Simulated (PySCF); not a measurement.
Compound: C3H5BOSe.
Atom-mapped SMILES: `[BH2:1][O:2][C@@H:3]1[CH:4]=[CH:5][Se:6]1` (hydrogens: H7, H8 on B1; H9 on C3; H10 on C4; H11 on C5)

Method: PBE0-D3(BJ)/def2-SVP geometry optimisation, gas phase (PySCF).

Question: What internal coordinates does the optimisation give?

Answer: 
```json
{"bond": "B1–O2", "length (Å)": "1.354"}
{"bond": "O2–C3", "length (Å)": "1.385"}
{"bond": "C3–C4", "length (Å)": "1.501"}
{"bond": "C4=C5", "length (Å)": "1.340"}
{"bond": "C5–Se6", "length (Å)": "1.906"}
{"bond": "C3–Se6", "length (Å)": "2.031"}
{"bond": "B1–H7, B1–H8", "length (Å)": "1.208"}
{"bond": "C3–H9", "length (Å)": "1.101"}
{"bond": "C4–H10", "length (Å)": "1.094"}
{"bond": "C5–H11", "length (Å)": "1.092"}
```

Bonds in one row agree within 0.01 Å and their mean is given. A selection of angles:
```json
{"angle": "O2–B1–H7", "degrees": "120.6"}
{"angle": "O2–B1–H8", "degrees": "115.8"}
{"angle": "H7–B1–H8", "degrees": "123.6"}
{"angle": "B1–O2–C3", "degrees": "122.3"}
{"angle": "O2–C3–C4", "degrees": "119.9"}
{"angle": "O2–C3–Se6", "degrees": "118.3"}
{"angle": "O2–C3–H9", "degrees": "108.2"}
{"angle": "C4–C3–Se6", "degrees": "89.1"}
{"angle": "C4–C3–H9", "degrees": "113.4"}
{"angle": "Se6–C3–H9", "degrees": "106.5"}
{"angle": "C3–C4–C5", "degrees": "102.5"}
{"angle": "C3–C4–H10", "degrees": "126.9"}
{"angle": "C5–C4–H10", "degrees": "130.4"}
{"angle": "C4–C5–Se6", "degrees": "99.6"}
{"angle": "C4–C5–H11", "degrees": "132.4"}
{"angle": "Se6–C5–H11", "degrees": "128.0"}
{"angle": "C3–Se6–C5", "degrees": "68.5"}
```

Torsions: B1–O2–C3–C4 43° (synclinal); O2–C3–C4–C5 -127° (anticlinal); C3–C4–C5–Se6 5° (synperiplanar); C4–C5–Se6–C3 -4° (synperiplanar); O2–C3–Se6–C5 127° (anticlinal).

B1 (three-coordinate boron) is planar (angles 123.6°, 120.6° and 115.8°, sum 360.0°, 0.01 Å off the plane of its three neighbours). O2 (boron-bound oxygen) is bent (angle 122.3°). The 4-membered ring C3–C4–C5–Se6 has internal angles of 68.5° to 102.5° (sum 360°, against 360° for a flat polygon); it is almost planar, 0.03 Å rms from its mean plane, widest ring torsion 5°. The 2 C–Se bonds span 1.906 Å (C5–Se6, drawn single) to 2.031 Å (C3–Se6, drawn single), a spread of 0.125 Å. Of the pairs four or more bonds apart, C4···H7 is among the closest relative to their van der Waals radii: 2.79 Å, 96 % of the sum of Bondi's values. The 2 C–C bonds span 1.340 Å (C4=C5, drawn double) to 1.501 Å (C3–C4, drawn single), a spread of 0.161 Å.

Point group: C1 (no symmetry element, even within 0.4 Å). Whether it is a minimum is left open (no frequencies). One conformer, not necessarily the lowest (H–B1–O2–C3 1° and -179°, B1–O2–C3–C4 43°).

The run took 34 s of wall time on an Arm Neoverse V2 with one thread, shared host with 32 logical CPUs at a one-minute load of 15, and the process peaked at 0.54 GiB of memory. These figures are those of the optimisation.
